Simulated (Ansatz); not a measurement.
FH8NSi3 can be A, `N[SiH2][SiH](F)[SiH3]`, or B, `N[SiH](F)[SiH2][SiH3]`.

Gas-phase electronic energies from Ansatz, PBE0-D4/def2-TZVP geometries. CCSD(T)/CBS is the MP2 limit (def2-TZVPP, def2-QZVPP) plus CCSD(T) − MP2 in def2-TZVPP, frozen cores. Functionals use def2-TZVPP. B3LYP here is the variant with VWN-RPA as its local correlation; programs differ in this. One conformer a species, not always the lowest.

Problem. Which isomer does CCSD(T)/CBS put lower? Give the gap. (Estimate.)

Solution. Ansatz gave: B, by 44.5 kJ/mol.

Problem. Give E(B) − E(A) in kJ/mol with PBE0-D4, B3LYP, r2SCAN-D4, PBE-D4, MP2/def2-TZVPP, B3LYP-D4, CCSD/def2-TZVPP. (An estimate is asked.)

Solution. Ansatz gave: PBE0-D4 -44.2, B3LYP -40.0, r2SCAN-D4 -44.2, PBE-D4 -42.2, MP2/def2-TZVPP -47.0, B3LYP-D4 -42.1, CCSD/def2-TZVPP -45.0. None reverses the order clearly.

Largest T1 diagnostic: 0.013.

In def2-TZVPP, CCSD(T) changes the Hartree–Fock value by −5.1 kJ/mol (the triples alone add −0.7 kJ/mol) and MP2 by −6.4 kJ/mol.
